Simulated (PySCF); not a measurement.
Compound: C₇H₉NO.
SMILES: `C#C/C=C(\C)CNC=O`

Vertical excitations from PySCF (density fitting, frozen core in the response, grid level 2 and gas phase unless stated; continuum runs use non-equilibrium linear response for the excitations) on a GFN2-xTB geometry. Reference run:

| settings | S1, eV (f) | S2, eV (f) | S3, eV (f) | S4, eV (f) | S5, eV (f) | S6, eV (f) | T1, eV (Tamm–Dancoff) | mean α (au) |
| --- | --- | --- | --- | --- | --- | --- | --- | --- |
| PBE0/def2-SVPD, full TDDFT, 6 singlets | 5.42 (0.334) | 5.47 (0.045) | 5.65 (0.091) | 5.85 (0.008) | 6.05 (0.000) | 6.24 (0.007) | 3.40 | 99.4 |

Q: What do these settings give: (1) KT2/6-31G, energy threshold 1e-06 Eh, damping 0.3 at the start, DIIS from the seventh cycle, TDA, 3 singlets; (2) LDA/cc-pVDZ, full TDDFT, 25 singlets?

A: 
```
                                                                                                    settings    S1, eV (f)    S2, eV (f)    S3, eV (f)    S4, eV (f)    S5, eV (f)    S6, eV (f)  T1, eV (Tamm–Dancoff)  mean α (au)
KT2/6-31G, energy threshold 1e-06 Eh, damping 0.3 at the start, DIIS from the seventh cycle, TDA, 3 singlets  4.53 (0.035)  4.86 (0.086)  5.27 (0.001)             –             –             –                      –         84.5
                                                                        LDA/cc-pVDZ, full TDDFT, 25 singlets  4.03 (0.034)  4.55 (0.070)  5.07 (0.000)  5.26 (0.197)  5.53 (0.091)  5.75 (0.035)                   3.52         90.9
```

(1) S1 moves by -0.89 eV; functional, basis and response scheme change together, so the shift can't be laid on one. (2) S1 moves by -1.39 eV; functional and basis change together, so the shift can't be laid on one. States are counted by energy in each run and needn't keep their character from row to row.

KT2 was designed for NMR shieldings or shifts; total energies of different functionals aren't comparable.

Q: Give the leading configurations of S1 (H = HOMO, L = LUMO) and the HOMO–LUMO gap of each run.

A: 
```tsv
settings	S1 configurations (weight)	S1 (eV)	orbital gap (eV)	S1 − gap (eV)
PBE0/def2-SVPD, full TDDFT, 6 singlets	H→L 0.69, H−3→L 0.13	5.42	6.00	-0.58
KT2/6-31G, energy threshold 1e-06 Eh, damping 0.3 at the start, DIIS from the seventh cycle, TDA, 3 singlets	H−1→L 0.76, H→L 0.23	4.53	4.13	+0.40
LDA/cc-pVDZ, full TDDFT, 25 singlets	H→L 0.67, H−1→L 0.33	4.03	3.84	+0.19
```

Conformer computed: `[CH:1]#[C:2]/[CH:3]=[C:4](\[CH3:5])[CH2:6][NH:7][CH:8]=[O:9]`: C3–C4–C6–N7 -108°, C4–C6–N7–C8 -115°, C6–N7–C8–O9 -2°.

One conformer stands for the species.
